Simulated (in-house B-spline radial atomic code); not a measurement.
The numbers below are computed, except where a source is named.
## Weak and strong correlation along the adiabatic connection

Two-electron singlets in several external potentials (atomic units), by full CI in B-splines with partial waves to l = 8 (correlation energies up to 0.6 % small). The repulsion is scaled by λ at fixed density; W(λ) is the mean repulsion less the Hartree energy, W(0) = E_x, and the area under W from 0 to 1 is E_xc.

Relative drop (W(λ) − E_x)/E_x:

```tsv
system	λ = 0.12	λ = 0.25	λ = 0.4	λ = 0.6	λ = 0.8	λ = 1
ω²r²/2, ω = 0.114	0.0486	0.0896	0.1259	0.1620	0.1887	0.2093
−V exp(−r²/w²), V = 10.2, w = 8.36	0.0217	0.0428	0.0644	0.0893	0.1106	0.1289
ω²r²/2 − Z/r, ω = 0.0651, Z = 0.7	0.0355	0.0678	0.0987	0.1320	0.1586	0.1803
−Z/r, Z = 5.75	0.0033	0.0068	0.0108	0.0160	0.0211	0.0260
−Z/r, Z = 1.65	0.0142	0.0285	0.0438	0.0624	0.0792	0.0944
−Z exp(−kr)/r, Z = 1.49, k = 0.244	0.0181	0.0360	0.0547	0.0770	0.0967	0.1141
−Z exp(−kr)/r, Z = 3.35, k = 1.32	0.0075	0.0152	0.0239	0.0348	0.0451	0.0549
```

Task: Order the systems by how far second-order (GL2) theory, half the initial slope (estimated from the first points of each curve), overshoots the correlation energy, least first.
A. −Z exp(−kr)/r, Z = 3.35, k = 1.32
B. −Z exp(−kr)/r, Z = 1.49, k = 0.244
C. −Z/r, Z = 5.75
D. ω²r²/2 − Z/r, ω = 0.0651, Z = 0.7
E. −V exp(−r²/w²), V = 10.2, w = 8.36
F. −Z/r, Z = 1.65
G. ω²r²/2, ω = 0.114

Result: C (GL2/E_c = 1.05), A (GL2/E_c = 1.10), F (GL2/E_c = 1.19), B (GL2/E_c = 1.24), E (GL2/E_c = 1.31), D (GL2/E_c = 1.50), G (GL2/E_c = 1.73).

Task: What else changes along this order?

Result: The ratio follows the bend of the curve. With it the leading natural occupation goes from 1.998 to 1.837 and −T_c/E_c from 0.96 to 0.58 between the first and the last.
